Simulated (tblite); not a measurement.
C3H3ClN4Si.
SMILES: `N#Cc1c(Cl)nnn1[SiH3]`

Computed with GFN2-xTB (tblite): harmonic, unscaled wavenumbers at the GFN2-xTB geometry, gas phase. The method is semi-empirical: single wavenumbers can be off by several per cent or more. Modes of hydrogen on silicon can be 10 to 20 % off.

Harmonic wavenumbers (cm⁻¹): 61.7, 82.7, 94.3, 136.0, 162.9, 270.3, 299.7, 371.5, 478.5, 482.3, 563.9, 575.5, 621.8, 633.0, 662.7, 682.7, 728.5, 749.0, 784.2, 1012.1, 1150.9, 1173.1, 1231.5, 1347.2, 1387.8, 1479.9, 2309.4, 2310.5, 2365.5, 2382.9.

A = 1993, B = 900.2, C = 624.6 MHz; mass 157.982 u (most abundant isotopes); point group Cs, symmetry number 1.

**Question.** What is the zero-point energy?

**Answer.** ½Σν̃ = 13296 cm⁻¹ = 38.02 kcal/mol.

**Question.** Entropy at 273.15 K, 1 bar (ideal gas, RRHO, classical rotation)?

**Answer.** Translation 40.67, rotation 29.78, vibration 23.95: S = 94.4 cal/(mol K).

**Question.** And Cp and H(273.15 K) − H(0)?

**Answer.** Cp = 32.76 cal/(mol K), of which vibrations give 24.81 (their classical limit is 30 R = 59.6); H(273.15 K) − H(0) = 5.67 kcal/mol without the zero-point energy, 3.49 from vibrations.

**Question.** What must be added to the electronic energy to get the Gibbs energy at 273.15 K and 1 bar?

**Answer.** ZPE + [H(273.15 K) − H(0)] − T·S = 38.02 + 5.67 − 25.79 = 17.90 kcal/mol.

**Question.** How do the functions run with temperature in this model?

**Answer.** 
| T (K) | S (cal/(mol K)) | Cp (cal/(mol K)) | H − H(0) (kcal/mol) | G − H(0) (kcal/mol) | ln q(vib) |
| --- | --- | --- | --- | --- | --- |
| 150 | 78.2 | 22.2 | 2.26 | -9.46 | 2.68 |
| 250 | 91.6 | 30.9 | 4.93 | -17.97 | 5.07 |
| 298.15 | 97.3 | 34.6 | 6.51 | -22.52 | 6.20 |
| 400 | 108.4 | 41.0 | 10.37 | -33.01 | 8.55 |
| 600 | 126.8 | 49.4 | 19.48 | -56.60 | 12.87 |
| 900 | 148.3 | 56.6 | 35.49 | -98.01 | 18.58 |

q(vib) and H(0) count from the zero-point level.

**Question.** Which modes carry the vibrational entropy at 273.15 K?

**Answer.** 61.7 cm⁻¹: 4.23; 82.7 cm⁻¹: 3.65; 94.3 cm⁻¹: 3.40; 136.0 cm⁻¹: 2.69; 162.9 cm⁻¹: 2.35; 270.3 cm⁻¹: 1.44 cal/(mol K); the other 24 give 6.18 together.

Hindered rotation and anharmonicity are outside this model.

On an Arm Neoverse V1 with one thread, shared host with 32 logical CPUs at a one-minute load of 16, this took 0.47 s of wall time. This covers the Hessian and the dipole derivatives.
